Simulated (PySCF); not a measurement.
From one molecule to another.

First species: C₇H₁₃NSi.
InChI=1S/C7H13NSi/c1-4-5-7-6-9(7)8(2)3/h7,9H,6H2,1-3H3/t7-,9-/m1/s1

Second species: C7H13NSi.
SMILES: `C=C1CC/C1=C\C[SiH2]N`

Levels: PBE0/pcSseg-1 for dipole moment, HOMO energy, LUMO energy and HOMO–LUMO gap; GFN2-xTB for rotational constant A and rotational constant C. Geometries: GFN2-xTB. All species are isolated and taken at one optimised geometry, non-relativistic unless stated. Electronic properties by PySCF.

Dipoles, sizes and rotational constants follow the conformer. The torsions of the flexible species, by atom-mapped SMILES:
- `[CH3:1][C:2]#[C:3][C@@H:4]1[CH2:5][Si@H:6]1[N:7]([CH3:8])[CH3:9]`: C5–Si6–N7–C8 137°
- `[CH2:1]=[C:2]1[CH2:3][CH2:4]/[C:5]1=[CH:6]\[CH2:7][SiH2:8][NH2:9]`: C5–C6–C7–Si8 100°, C6–C7–Si8–N9 -55°, H–N9–Si8–C7 180°, H–N9–Si8–C7 41°

```csv
property,column X,column Y
dipole moment,1.64 D,0.67 D
HOMO energy,-6.02 eV,-6.12 eV
LUMO energy,0.51 eV,-0.90 eV
HOMO–LUMO gap,6.53 eV,5.22 eV
rotational constant A,3.729 GHz,2.610 GHz
rotational constant C,0.522 GHz,0.681 GHz
```

(1) Which column belongs to which species?

(2) How does each property change from the first species to the second?

Answers

(1) Column X is the first species and column Y the second. The first has 22 atoms and 76 electrons, the second 22 and 76.

(2) dipole moment -0.97 D; HOMO energy -0.10 eV; LUMO energy -1.41 eV; HOMO–LUMO gap -1.31 eV; rotational constant A -1.119 GHz; rotational constant C +0.159 GHz.

On the first: In atomic units the dipole is 0.64 e·bohr (1 au = 2.5417 D). A dipole of 1.64 D is allowed in C1, and pure rotational transitions are dipole-allowed.

On the second: The dipole matches unit charges of opposite sign 0.14 Å apart (1 e·Å = 4.8032 D).
